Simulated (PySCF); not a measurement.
# Orbital picture of GeH⁺

PBE0 at R = 1.590 Å; Ge cc-pVTZ-PP with ECP10, H cc-pVTZ; scalar-relativistic core potentials (PySCF 2.14). State: ¹Σ⁺ (singlet), closed shell. Only the outer orbitals are listed, counted within each symmetry, core potentials removing the inner ones.

| orbital | occ. | ε (eV) | on Ge (%) | main shells (%) |
| --- | --- | --- | --- | --- |
| 1δ | 2 | -42.74 | 100 | 100 Ge d |
| 1δ | 2 | -42.74 | 100 | 100 Ge d |
| 2π | 2 | -42.38 | 100 | 100 Ge d |
| 2π | 2 | -42.38 | 100 | 100 Ge d |
| 3σ | 2 | -42.29 | 100 | 100 Ge d |
| 4σ | 2 | -21.85 | 85 | 83 Ge s, 14 H s |
| 5σ | 2 | -15.06 | 66 | 50 Ge p, 34 H s, 14 Ge s |
| 3π | 0 | -10.16 | 99 | 99 Ge p |
| 3π | 0 | -10.16 | 99 | 99 Ge p |
| 6σ | 0 | -4.92 | 58 | 46 Ge p, 43 H s, 11 Ge d |

Task: Which are the highest filled and the lowest empty level, where do they sit, and how wide is the gap?

Result: Highest filled 5σ at -15.06 eV (in %: 50 Ge p, 34 H s, 14 Ge s); lowest empty 3π at -10.16 eV (in %: 99 Ge p); the gap at PBE0 is 4.90 eV.

The bond order (Mayer) is 0.97 and the ⟨S²⟩ is 0.000. The charge on Ge (Mulliken, basis-dependent) is 0.98, the charge on Ge (Löwdin, basis-dependent) is 1.15 and the dipole moment (positive dipole points towards H; it is taken about the centre of mass and depends on that origin) is 0.36 D. The polarisability along the bond is 26.7 bohr³ and the polarisability across the bond is 17.5 bohr³.
